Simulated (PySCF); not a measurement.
## SMILES C=C(Cl)/C(Cl)=C\C=O, C5H4Cl2O

Molfile (atoms numbered from 1):
```
C5H4Cl2O
     RDKit          3D

 12 11  0  0  0  0  0  0  0  0999 V2000
   -2.0110    0.1335   -0.0876 C   0  0  0  0  0  0  0  0  0  0  0  0
   -1.2001   -0.5774   -0.8772 C   0  0  0  0  0  0  0  0  0  0  0  0
   -1.5548   -0.8101   -2.5569 Cl  0  0  0  0  0  0  0  0  0  0  0  0
    0.0351   -1.2235   -0.3999 C   0  0  0  0  0  0  0  0  0  0  0  0
    0.1455   -2.9141   -0.7371 Cl  0  0  0  0  0  0  0  0  0  0  0  0
    1.0225   -0.6039    0.2764 C   0  0  0  0  0  0  0  0  0  0  0  0
    1.1010    0.8473    0.5086 C   0  0  0  0  0  0  0  0  0  0  0  0
    1.9495    1.3477    1.2061 O   0  0  0  0  0  0  0  0  0  0  0  0
   -2.9121    0.6033   -0.4859 H   0  0  0  0  0  0  0  0  0  0  0  0
   -1.7870    0.2356    0.9759 H   0  0  0  0  0  0  0  0  0  0  0  0
    1.8640   -1.1901    0.6550 H   0  0  0  0  0  0  0  0  0  0  0  0
    0.3418    1.4706   -0.0215 H   0  0  0  0  0  0  0  0  0  0  0  0
  1  2  2  0
  2  3  1  0
  2  4  1  0
  4  5  1  0
  4  6  2  0
  6  7  1  0
  7  8  2  0
  1  9  1  0
  1 10  1  0
  6 11  1  0
  7 12  1  0
M  END
```

Theory: quadratic response CAM-B3LYP/aug-cc-pVDZ first hyperpolarisability, Taylor convention, gas phase (PySCF). Geometry: PBE0-D3(BJ)/def2-SVP.

(1) Give the tensor of the static β(0;0,0) in the axes of these coordinates.

Results:

(1) In au, Taylor convention; rows are the first index (the induced dipole):
|  | xx | yy | zz | xy | xz | yz |
| --- | --- | --- | --- | --- | --- | --- |
| x | -11.1 | -68.4 | +15.1 | -8.4 | -24.7 | -24.3 |
| y | -8.4 | -173.0 | -33.9 | -68.4 | -24.3 | -75.5 |
| z | -24.7 | -75.5 | -30.6 | -24.3 | +15.1 | -33.9 |

Norm of βᵢ = ⅓ Σⱼ (βᵢⱼⱼ + βⱼᵢⱼ + βⱼⱼᵢ): 260.0 au, hyper-Rayleigh value 109.5 au.
